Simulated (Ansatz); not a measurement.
Cl3FSW, SMILES `[F][W](=[S])([Cl])([Cl])[Cl]`, relaxed with RKS PBE0-D4/def2-TZVP in Ansatz from a PBE-D4/def2-SVP geometry. The force threshold is 0.005 eV/Å; the program also tests the step.

The species carries charge 0 and has multiplicity 1. W: def2 effective core potential.

Start:

```xyz
6

F    -0.780   -1.631    0.669
W    -0.031   -0.023    0.034
S    -0.834    1.469    1.304
Cl    1.892   -0.755    1.088
Cl    1.307    1.185   -1.403
Cl   -1.554   -0.246   -1.691
```

Q: By how much does the energy fall, and how many steps does the optimiser take? (Estimate.)

A: Ansatz gave: 5.59 kJ/mol, in 4 steps.

Q: Which bonds change most? (Estimate.)

A: Computed: W2–S3 from 2.118 to 2.086 Å; W2–Cl6 from 2.312 to 2.281 Å; W2–Cl4 from 2.312 to 2.281 Å; W2–Cl5 from 2.306 to 2.278 Å.

Q: Give the relaxed structure. (Best estimate.)

A: Ansatz gave: 
```xyz
6

F    -0.769   -1.608    0.659
W    -0.034   -0.017    0.040
S    -0.827    1.452    1.292
Cl    1.867   -0.747    1.067
Cl    1.291    1.165   -1.387
Cl   -1.528   -0.245   -1.670
```
